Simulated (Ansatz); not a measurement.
Ideal-gas functions of AlBFH3SSi, SMILES `F[B]1[AlH][SiH2]S1` at 500 K and 1 bar, from an Ansatz frequency run at PBE0-D4/def2-TZVP.

Molar mass 119.97 g/mol, point group Cs (symmetry number 1), electronic degeneracy 1, moments of inertia 154.387, 237.635, 386.258 u Å². Harmonic wavenumbers (cm⁻¹, unscaled): 41, 260, 284, 291, 387, 389, 455, 477, 481, 543, 632, 699, 841, 946, 1307, 1911, 2200, 2206.

Use S(trans) = R[1.5 ln M + 2.5 ln T − 1.1517]; rotational temperatures θ = 24.2544 K / I; S(rot) = R[ln(√π/σ · √(T³/θAθBθC)) + 1.5]; for each mode x = 1.438777 ν̃/T, S = R[x/(eˣ − 1) − ln(1 − e⁻ˣ)] and H = RT x/(eˣ − 1); 1 cm⁻¹ = 0.0119627 kJ/mol; R = 8.31446 J/(mol·K).

Task: By hand: the entropy, in J/(mol·K).

Result: Translation 179.3. Rotation: θ = 0.1571, 0.1021, 0.0628 K, giving 123.4. Vibration, mode by mode: 26.09, 10.92, 10.22, 10.03, 7.84, 7.80, 6.64, 6.30, 6.25, 5.40, 4.40, 3.78, 2.74, 2.16, 0.94, 0.22, 0.11, 0.11, in all 111.9. Electronic 0.0. Sum 414.6 J/(mol·K).

Task: By hand: H − E and G − E in kJ/mol, counted from the electronic energy.

Result: Zero-point energy ½ × 14350 × 0.0119627 = 85.8; thermal vibration 29.3; translation, rotation and pV give 4 RT = 16.6. H − E = 131.7 kJ/mol, and G − E = 131.7 − 500 × 414.6/1000 = -75.6 kJ/mol.

Vibration gives 27 % of the entropy, 26.1 J/(mol·K) of it from the mode under 150 cm⁻¹: soft modes count most, and the harmonic formula is weakest for them.
